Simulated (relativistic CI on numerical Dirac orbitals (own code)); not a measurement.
## Ho3+: M4,5 absorption edge

Computed with this model: Dirac-Coulomb-Breit CI, separate exchange-only KLI orbitals for each configuration, a model potential for QED, valence Slater integrals scaled by 0.7, multiplet model of core-to-valence dipole absorption; configurations [Xe] 4f10 → [Ar] 3d9 4s2 4p6 4d10 4f11 5s2 5p6; 300 K; Lorentzian 0.9 eV and Gaussian 0.4 eV FWHM. Energies are those of the free ion, without screening or charge transfer. The branching ratio is the share of the lower-energy edge in the whole absorption, uncertain by about 0.02 where the edges overlap. S is read from ⟨S²⟩ = S(S + 1).

free ion: ground-state S = 1.92, centroid 1354.08 eV, branching ratio 0.906. Peaks (eV, height): 1347.3 (23), 1349.7 (68), 1351.4 (100), 1388.1 (18).

The statistical ratio of this edge is 3/5 = 0.600. Values above it arise where the holes sit mainly in the j = l + 1/2 valence subshell or the ground state has high spin; values below it where core-valence Coulomb terms move weight to the upper edge, as in nearly empty shells.

Strongest unbroadened transitions for free ion:

| Energy (eV) | Relative strength |
| --- | --- |
| 1347.19 | 20.3 |
| 1348.02 | 1.7 |
| 1348.83 | 40.7 |
| 1349.69 | 4.3 |
| 1349.73 | 53.7 |
| 1350.47 | 10.7 |
| 1350.52 | 7.4 |
| 1350.74 | 6.0 |
| 1351.09 | 16.1 |
| 1351.46 | 100.0 |
| 1352.54 | 2.3 |
| 1353.06 | 14.6 |
| 1353.89 | 5.9 |
| 1354.25 | 4.0 |
| 1387.45 | 3.8 |
| 1387.93 | 12.0 |
| 1388.23 | 2.0 |
| 1388.45 | 9.9 |
